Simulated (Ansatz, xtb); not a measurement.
## C2H3Br−: where a starting geometry ends

The starting geometry of this gas-phase doublet has its atoms placed at random.

```csv
atom,x (Å),y (Å),z (Å)
C,0.9055,0.4854,0.3539
C,0.8671,1.4320,1.3027
Br,-0.3795,-0.9224,0.2266
H,0.3192,-0.4327,-1.0070
H,-1.3340,-0.0635,0.7149
H,-0.0172,0.1586,1.9401
```

**Question.** Guess where an optimisation with r2SCAN-D4/def2-SVPD ends from this start.

**Answer.** It loosens into C2H2 + Br + H, which stay close as a complex (formulas without charges). Contacts that open: C1–Br3 (1.91 → 3.61 Å), Br3–H4 (1.50 → 2.52 Å), Br3–H5 (1.37 → 2.32 Å). Contacts that close: C1–H4 (1.74 → 1.09 Å), C2–H6 (1.68 → 1.07 Å).

The energy falls by 10.27 eV over 25 steps:

```json
{"step": "1", "E − E(last) (eV)": "10.270"}
{"step": "4", "E − E(last) (eV)": "4.937"}
{"step": "6", "E − E(last) (eV)": "2.530"}
{"step": "9", "E − E(last) (eV)": "0.742"}
{"step": "12", "E − E(last) (eV)": "0.357"}
{"step": "14", "E − E(last) (eV)": "0.320"}
{"step": "17", "E − E(last) (eV)": "0.189"}
{"step": "20", "E − E(last) (eV)": "0.048"}
{"step": "22", "E − E(last) (eV)": "0.004"}
{"step": "25", "E − E(last) (eV)": "0.000"}
```

Final geometry (Å):

```yaml
atoms:
  - { symbol: C, position_ang: [0.6378, 0.5647, 0.7132] }
  - { symbol: C, position_ang: [1.2776, 1.3857, 1.3398] }
  - { symbol: Br, position_ang: [-1.1539, -1.8754, -1.2540] }
  - { symbol: H, position_ang: [0.0695, -0.1743, 0.1418] }
  - { symbol: H, position_ang: [-2.3056, -1.3536, 0.6913] }
  - { symbol: H, position_ang: [1.8359, 2.1103, 1.8991] }
```

From the same start GFN2-xTB reaches the same bonding as this run.

From so rough a start the end depends on the optimiser's path, so another program may land elsewhere. No frequencies were run, so the end isn't proven a minimum. Open shells are spin-unrestricted. Run with Ansatz 0.2.0, 2.3 min on 2 threads of Arm Neoverse V1, with other jobs on the host.
